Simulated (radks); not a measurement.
Results of a calculation; reference values are marked as such.
Spherical quantum dot in the effective-mass picture: electrons in a parabolic well V = omega^2 r^2 / 2 with omega = 0.142, all in effective atomic units (hartree* = m*/eps^2 hartree, bohr* = eps/m* bohr), one dielectric constant everywhere. Level of theory: non-relativistic Kohn-Sham, PBEsol, spin-polarised, spherical densities (a radial shooting solver with Libxc functionals). Levels are named by radial order and angular momentum (1s, 1p, 1d, 2s, ...), and open shells are averaged over m.

N = 3, configuration 1s2 1p(up 1, down 0). This is the lowest configuration that the search found. Occupied and some empty levels:

| level | occupation | eigenvalue (hartree*) | <r> (bohr*) |
|---|---|---|---|
| 1s up | 1 | 0.72188 | 3.857 |
| 1s down | 1 | 0.73808 | 3.729 |
| 1p up | 1 | 0.80893 | 4.679 |
| 1p down | 0 | 0.83095 | 4.647 |
| 1d up | 0 | 0.91341 | 5.328 |
| 1d down | 0 | 0.93671 | 5.353 |
| 2s up | 0 | 0.95010 | 4.743 |
| 2s down | 0 | 0.96133 | 4.803 |
| 1f up | 0 | 1.0290 | 5.907 |
| 1f down | 0 | 1.0511 | 5.962 |

Energy (hartree*): total 1.40944, kinetic 0.27351, external 0.57306, Hartree 0.98550, exchange-correlation -0.42263.
